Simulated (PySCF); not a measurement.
CH₇FO₂Si₂, SMILES O[Si](O)(F)C[SiH3]. Atoms are numbered in the order given.

```xyz
13

O      1.6181     1.2772     1.0886
Si     0.6483     0.4838    -0.0153
O      1.2591    -1.0480    -0.2027
F      0.7497     1.3239    -1.4235
C     -1.1449     0.3128     0.4432
Si    -1.8920    -1.3972     0.0820
H      1.6195     2.2476     1.0237
H      2.2266    -1.1132    -0.2791
H     -1.2607     0.5199     1.5281
H     -1.7302     1.0824    -0.1025
H     -1.2758    -2.4424     0.9656
H     -3.3740    -1.3599     0.3545
H     -1.6896    -1.7710    -1.3592
```

The structure is a stationary point at PBE-D3(BJ)/def2-SVP. The structure was generated by enumeration, and PubChem lists no compound with its InChIKey, so it may never have been made. One conformer was computed; it need not be the lowest.

Computed with TDA-PBE/def2-SVPD in PySCF 2.14.0.

Vertical excitations. 

```tsv
state	energy (eV)	λ (nm)	f	main pairs
S1	6.65	186	0.041	HOMO→LUMO 99 %
S2	7.06	176	0.002	HOMO−1→LUMO 98 %
S3	7.16	173	0.019	HOMO−2→LUMO 97 %
S4	7.29	170	0.007	HOMO−3→LUMO 98 %
S5	7.43	167	0.069	HOMO→LUMO+1 92 %
S6	7.50	165	0.031	HOMO−4→LUMO 88 %
S7	7.68	161	0.027	HOMO→LUMO+2 81 %
S8	7.82	159	0.003	HOMO−1→LUMO+1 96 %
S9	7.92	156	0.025	HOMO−2→LUMO+1 91 %
S10	7.97	156	0.030	HOMO→LUMO+3 86 %
T1	6.46	192	0	HOMO→LUMO 99 %
T2	6.94	179	0	HOMO−1→LUMO 97 %
T3	7.03	176	0	HOMO−2→LUMO 96 %
T4	7.15	173	0	HOMO−3→LUMO 81 %, HOMO→LUMO+1 16 %
```
Triplets are in the Tamm–Dancoff approximation.
